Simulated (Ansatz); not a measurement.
Start from `BC[O][AlH][Cl]` and change one atom or group to get `BCOC`.

Ansatz, PBE0-D4/def2-TZVP geometries, multiplicity 1. Each molecule was computed in one conformer, which needn't be the lowest.

```
                                      property  `BC[O][AlH][Cl]`
           LUMO energy (B3LYP/def2-TZVPP) / eV             -1.76
       HOMO–LUMO gap (ωB97M-V/def2-TZVPP) / eV             10.91
            HOMO energy (PBE0/def2-TZVPP) / eV             -8.11
         LUMO energy (ωB97M-V/def2-TZVPP) / eV              0.41
             LUMO energy (PBE/def2-TZVPP) / eV             -2.56
size of the dipole moment (PBE/def2-TZVPP) / D              1.18
```

(1) What does the change do to each property? (Estimate.)

## Answers

(1) The calculation gave: 
| property | `BCOC` | shift |
| --- | --- | --- |
| LUMO energy (B3LYP/def2-TZVPP) / eV | -1.62 | 0.14 |
| HOMO–LUMO gap (ωB97M-V/def2-TZVPP) / eV | 10.50 | -0.41 |
| HOMO energy (PBE0/def2-TZVPP) / eV | -7.53 | 0.58 |
| LUMO energy (ωB97M-V/def2-TZVPP) / eV | 0.56 | 0.15 |
| LUMO energy (PBE/def2-TZVPP) / eV | -2.42 | 0.14 |
| size of the dipole moment (PBE/def2-TZVPP) / D | 1.51 | 0.33 |

With PBE0 the HOMO rises by 0.58 eV and the LUMO rises by 0.16 eV, so the gap narrows by about 0.42 eV. PBE moves the HOMO by 0.69 eV and ωB97M-V by 0.55 eV. Dipoles are sizes alone; their direction can turn.

B3LYP here is the variant with VWN-RPA as its local correlation; programs differ in this.
